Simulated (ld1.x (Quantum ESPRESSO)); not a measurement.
manganese: one change to a TM potential, before and after

ld1.x (Quantum ESPRESSO) 7.5 input, shortened:

```
&input
   title='Mn', zed=25., rel=1, dft='PZ', iswitch=3,
   config='[Ar] 3d5 4s1.75 4p0.25'
 /
 &inputp
   pseudotype=2, tm=.true., lloc=2,
   nlcc=.false.
 /
3
4S  1  0   1.75   0.00  2.05  2.05  0.0
3P  2  1   6.00   0.00  1.40  1.40  0.0
3D  3  2   5.00   0.00  1.30  1.30  0.0
 &test
   configts(1)='3p6 3d5 4s1.75 4p0.25'
 /
```

Occupied shells without a wave of their own: 4p. They enter only through the test configuration that unscreens the potential.

All-electron outer shells of the reference configuration (LDA (PZ), scalar-relativistic, ld1.x):

```json
{"shell": "2p", "level (eV)": "-630.19", "outermost node (bohr)": "–", "outermost maximum (bohr)": "0.19"}
{"shell": "3s", "level (eV)": "-85.83", "outermost node (bohr)": "0.34", "outermost maximum (bohr)": "0.74"}
{"shell": "3p", "level (eV)": "-54.91", "outermost node (bohr)": "0.31", "outermost maximum (bohr)": "0.75"}
{"shell": "3d", "level (eV)": "-7.42", "outermost node (bohr)": "–", "outermost maximum (bohr)": "0.75"}
{"shell": "4s", "level (eV)": "-5.56", "outermost node (bohr)": "1.05", "outermost maximum (bohr)": "2.47"}
{"shell": "4p", "level (eV)": "-1.70", "outermost node (bohr)": "1.16", "outermost maximum (bohr)": "3.34"}
```

Change: wave 3p (bound): rc 1.40 bohr becomes 3p (bound): rc 1.36 bohr.

Cutoffs: the cutoffs (Ry, on a coarse ladder) from which the occupation-weighted sum of valence levels, in a spherical-Bessel basis at the reference potential, stays within 10 and 1 mRy of its value at 400 Ry; they do not see the model core or the augmentation charge, which bear on the density cutoff. Errors are all-electron minus pseudo energies relative to the spin-unpolarised reference configuration.

**Question.** Predict the effect on cutoff, ghosts and configuration errors.

**Answer.** The potential gets neither clearly harder nor softer (140 Ry and 160 Ry → 140 Ry and 160 Ry); both files keep a bound ghost (s); the errors of the 9 common tests hardly move.

```csv
quantity,base,changed
"cutoff, loose",140 Ry,140 Ry
"cutoff, tight",160 Ry,160 Ry
bound ghosts,s,s
"error for 3p6 3d5 4s2 4p0, meV [ΔE -0.96 eV]",+7.3,+7.2
"error for 3p6 3d5 4s1 4p0, meV [ΔE 7.69 eV]",+13,+13
"error for 3p6 3d5 4s0 4p0, meV [ΔE 23.57 eV]",+1.3,+1.1
"error for 3p6 3d4 4s2 4p0, meV [ΔE 12.49 eV]",+12,+12
"error for 3p6 3d5 4s0 4p2, meV [ΔE 7.12 eV]",-88,-88
"error for 3p6 3d6 4s1 4p0, meV [ΔE -1.36 eV]",-32,-32
"error for 3p6 3d5.5 4s1.5 4p0, meV [ΔE -1.46 eV]",-2.1,-2.2
"error for 3p6 3d5 4s1.75 4p0.25 (spin-polarised), meV [ΔE -5.29 eV]",+1217,+1217
"error for 3p6 3d5 4s2 4p0 (spin-polarised), meV [ΔE -6.01 eV]",+1224,+1224
s: phases at 2.25 bohr within 0.05 rad from the reference energy up to (Ry; the scan ends near 5),0.6,0.6
p: phases at 2.25 bohr within 0.05 rad from the reference energy up to (Ry; the scan ends near 5),0.6,0.6
d: phases at 2.25 bohr within 0.05 rad from the reference energy up to (Ry; the scan ends near 5),1.8,1.8
```

Base: The 4p level has no wave, so the channel is fitted at the deeper level alone: the likely source of the large errors. Changed file: The 4p level has no wave, so the channel is fitted at the deeper level alone: the likely source of the large errors. A true bound ghost makes a file unfit for plane-wave use even where its test errors are small: the radial tests pick states by their node count and pass the ghost by.
